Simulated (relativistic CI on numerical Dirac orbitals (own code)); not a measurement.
## Hyperfine structure of Bi XLVI, mass number 207

Calculated at this level of theory: Dirac-Coulomb-Breit CI, separate exchange-only KLI orbitals for each configuration, model QED (radiative potential, 1s self-energy scaled to tabulated hydrogen-like ionisation energies), unscaled Slater integrals (own radial code, finite nucleus).

Configuration list (outside the closed core [Ar] 3d10): 4s²4p⁶4d², 4s²4p⁶4d4f, 4s²4p⁵4d³, 4s4p⁶4d³, 4s²4p⁵4d²4f, 4s4p⁶4d²4f, 4s²4p⁶4d5s, 4s²4p⁶4f5s, 4s²4p⁶4d5p, 4s²4p⁶4f², 4s²4p⁵4f³, 4s4p⁶4f³, 4s²4p⁶4f5p, 4s²4p⁵4f²5p, 4s4p⁶4f²5p. Double excitations out of closed p, d and f shells are left out; levels of such configurations are missing from the list, as are those of other unlisted configurations, and high levels can miss mixing partners.

Nuclear spin I = 9/2, μ = 4.0729 μN, Q = -0.76 b (tables of Stone and Pyykkö). The electronic factors are computed for point nuclear moments, without core polarisation or the Bohr-Weisskopf and QED corrections.

| Level | E (cm⁻¹) | A (MHz) | B (MHz) |
| --- | --- | --- | --- |
| 4s²4p⁶4d² ³F2 | 0 | 40820 | -1560 |
| 4s²4p⁶4d² ³F3 | 267695 | 23010 | -9280 |
| 4s²4p⁶4d² ³P1 | 319651 | -2456 | -10300 |
| 4s²4p⁶4d² ¹G4 | 320453 | 24690 | -47900 |
| 4s²4p⁶4d² ³F4 | 566979 | 16170 | -26700 |

Levels with J = 0, under 50 % of one LS term, or S terms without an open s electron are left out. Small factors come from cancelling terms and can be off by tens of per cent or more.

At this charge energies of transitions that change n are usually good to better than 1 %, and those within a shell (Δn = 0) to a few per cent.

**Question.** Give the hyperfine levels of 4s²4p⁶4d² ³F2 relative to its centre of gravity.

**Answer.** With K = F(F + 1) − I(I + 1) − J(J + 1), E = AK/2 + B[¾K(K + 1) − I(I + 1)J(J + 1)]/[2I(2I − 1)J(2J − 1)]: F = 5/2: -449700, F = 7/2: -306200, F = 9/2: -122000, F = 11/2: 102500, F = 13/2: 367000 MHz.

LS names give the leading component of a level, which can be under half, so a name can repeat, a term be missing and a line seem to break the LS rules.
